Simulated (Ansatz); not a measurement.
Cl$_{2}$HSSi (`S[Si](Cl)Cl`) radical. Total charge 0; spin multiplicity 2.

Task: What are the harmonic wavenumbers in cm⁻¹ at PBE0-D4/def2-TZVP (Ansatz, finite differences of forces, unscaled)? (Estimate.)

Result: The calculation gave: 135, 154, 225, 227, 453, 565, 572, 758, 2701.

Task: Is this a minimum?

Result: Yes, all 9 modes are real.

Task: Give the ideal-gas thermochemistry at 298.15 K and 1 bar (rigid rotor, harmonic oscillator; point group C1, symmetry number 1).

Result: Zero-point energy 34.6 kJ/mol; H(298) − E = 52.6 kJ/mol; entropy 341.0 J/(mol·K), of which translation 169.8, rotation 117.9, vibration 47.6, electronic 5.8; G(298) − E = -49.1 kJ/mol.
